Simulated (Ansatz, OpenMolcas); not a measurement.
The same job for Ansatz

OpenMolcas 26.06 runs this on C2H3F2Si (SMILES [H]/[C]=C\[SiH](F)F):

job.input:
```
&GATEWAY
 BasLib
 $CurrDir
 Coord
 8
 angstrom
 C        0.855200       0.475100       1.494400
 C        0.948700       0.119800       0.241900
 Si      -0.602400      -0.240700      -0.691900
 F       -0.572000      -1.723000      -1.260300
 F       -0.719900       0.713400      -1.955600
 H        0.063700       0.635800       2.215100
 H        1.921500       0.036900      -0.245900
 H       -1.802600      -0.074200       0.146400
 Basis
 cc-pVDZ
 Group
 NoSym

&SEWARD
 GridInput
 Grid=UltraFine
 End of Grid

&SCF
 UHF
 Spin
 2
 KSDFT
 B3LYP
 Thresholds
 1e-10 1e-07 1e-07 1e-05
 PrOrbitals
 0

&ALASKA
```

```bash
$ export MOLCAS_MEM=1860
$ pymolcas job.input > job.log
```

(Basis files named in the input come from the Basis Set Exchange and aren't shown.)

The shape is that of a PBE0-D4/def2-TZVP optimisation. This is one conformer, not always the lowest.

The shape isn't stationary at this level (largest force 2.0 eV/Å).

It gives a total energy of -567.230761 Eh.

**Question.** How is this level of theory, on these atoms, set up in Ansatz 0.2.0 as an input file of the program's own, asking for the energy?

**Answer.** One way, which was run:

molecule.yaml:
```yaml
crystal:
  periodic: [false, false, false]
  atoms:
    - symbol: C
      position_ang: [0.855200, 0.475100, 1.494400]
    - symbol: C
      position_ang: [0.948700, 0.119800, 0.241900]
    - symbol: Si
      position_ang: [-0.602400, -0.240700, -0.691900]
    - symbol: F
      position_ang: [-0.572000, -1.723000, -1.260300]
    - symbol: F
      position_ang: [-0.719900, 0.713400, -1.955600]
    - symbol: H
      position_ang: [0.063700, 0.635800, 2.215100]
    - symbol: H
      position_ang: [1.921500, 0.036900, -0.245900]
    - symbol: H
      position_ang: [-1.802600, -0.074200, 0.146400]
basis:
  gaussian:
    orbitals: cc-pVDZ
magnetization:
  spin_polarized: true
  initial_magnetization: 1
hamiltonian:
  xc: {name: B3LYP}
accuracy: high
output: {orbitals: {seedname: orbitals}}
```

```bash
$ ansatz run molecule.yaml --threads 1 --pin off --max-ram 3480MiB --events-out events.jsonl --progress --plain --runs-dir runs
```

Its energy is -567.230761 Eh, the same as the first but for the last digit, at most.
